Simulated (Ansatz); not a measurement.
One geometry of the cluster Ag₂F⁺, several levels of theory.

```yaml
crystal:
  periodic: [false, false, false]
  atoms:
    - {symbol: Ag, position_ang: [-0.278387, -2.046776, -0.324096]}
    - {symbol: Ag, position_ang: [0.277315, 2.046322, 0.327876]}
    - {symbol: F, position_ang: [0.001062, 0.000454, -0.003780]}
basis:
  gaussian: {orbitals: def2-SVP, initial_orbitals: start.molden}
total_charge: 1
hamiltonian: {xc: pbe, dispersion: d4}
scf: {omitted_lower_state_checks: [starts]}
output: {orbitals: {seedname: orbitals}}
```

The file start.molden holds the orbitals of an earlier run on this structure, at another level or in another basis.

```sh
$ ansatz run in.yaml --threads 4 --pin off --events-out ev --progress --plain --max-ram 3916MiB
```

It prints (some lines left out):

```
Functional definition: PBE
712 factors; their error is unknown
mean field evaluation 1: about -10703.7328 eV, gradient 8.6e0 eV
mean field evaluation 2: about -10703.9199 eV, gradient 2.7e-1 eV
mean field evaluation 4: about -10703.8969 eV, gradient 5.5e-2 eV
mean field -10703.89693651 eV, -393.3609570549 hartree, gradient 6.6e-6 eV, S^2 0.000000; 0 other end points of the search recorded, 0 dependent functions left out
reference -10703.89699207 eV, -393.3609590965 hartree; 23, 23 occupied and 53, 53 virtual orbitals, 712 factors
Total energy: -10703.95351368 eV, -393.3630362274 hartree
Checks for a lower state left out: starts
```

Hardware: 4 threads of Intel Xeon Platinum 8259CL on a shared host. Wall time 0.55 s.

As the first input, with `hamiltonian: {xc: pbe0, dispersion: d4}` (abridged; 0.9 s):

```
Functional definition: PBE0
mean field -10703.30291925 eV, -393.3391273232 hartree, gradient 9.1e-6 eV, S^2 0.000000
Total energy: -10703.35234047 eV, -393.3409435195 hartree
Checks for a lower state left out: starts
```

The first input with `gaussian: {orbitals: def2-TZVP, initial_orbitals: start.molden}`, `hamiltonian: {xc: pbe}`, `correlation: {method: rpa}` and without the key `output` (abridged; 1.4 s):

```
Functional definition: PBE
mean field -10709.21559228 eV, -393.5564140492 hartree, gradient 2.5e-6 eV, S^2 0.000000
1 core orbitals not correlated: weight in the atoms' cores, before any rotation towards them, 1.000 or more for the frozen orbitals, at most 0.000 for the correlated occupied ones
Total energy: -10695.42134987 eV, -393.0494849909 hartree
Checks for a lower state left out: starts
```

First input, but with `gaussian: {orbitals: def2-TZVP, initial_orbitals: start.molden}`, `hamiltonian: {xc: pbe0, dispersion: d4}` and without the key `scf` (abridged; 1.1 s):

```
Functional definition: PBE0
mean field evaluation 16: about -10708.5256 eV, gradient 8.7e-2 eV
mean field -10708.52556200 eV, -393.5310559041 hartree, gradient 2.6e-5 eV, S^2 0.000000; 1 other end points of the search recorded, 0 dependent functions left out
Total energy: -10708.57498528 eV, -393.5328721763 hartree
```

As the first input, with `gaussian: {orbitals: def2-TZVP, initial_orbitals: start.molden}`, `output: {forces: true, orbitals: {seedname: orbitals}}` (abridged; 0.8 s):

```
Functional definition: PBE
mean field -10709.21559523 eV, -393.5564141577 hartree, gradient 7.8e-5 eV, S^2 0.000000
Total energy: -10709.27218167 eV, -393.5584936708 hartree
Atom 0 force    -0.024596    -0.181005    -0.028750 eV/Å
Atom 1 force     0.024540     0.180907     0.028897 eV/Å
Atom 2 force     0.000056     0.000098    -0.000148 eV/Å
Dipole moment:    -0.000904    -0.000382     0.003211 e Å
Checks for a lower state left out: starts
```

As the first input, with `gaussian: {orbitals: def2-TZVP, initial_orbitals: start.molden}`, `correlation: {method: mp2}` and without the key `hamiltonian` (abridged; 0.75 s):

```
Functional definition: HF
mean field -10654.87433122 eV, -391.5594095390 hartree, gradient 4.4e-6 eV, S^2 0.000000
1 core orbitals not correlated: weight in the atoms' cores, before any rotation towards them, 1.000 or more for the frozen orbitals, at most 0.000 for the correlated occupied ones
second order -31.43490130 eV of doubles, -0.00000000 eV of singles
Total energy: -10686.30923251 eV, -392.7146208543 hartree
Checks for a lower state left out: starts
```

Geometry: r2SCAN-D4/def2-TZVP.

In the def2 sets Ag takes a core potential; there is no spin–orbit coupling. Correlated methods freeze 1 core orbital; core or outer-core shells of Ag are correlated, in sets that lack core-valence functions. The structure comes from a short search, and lower isomers may exist.
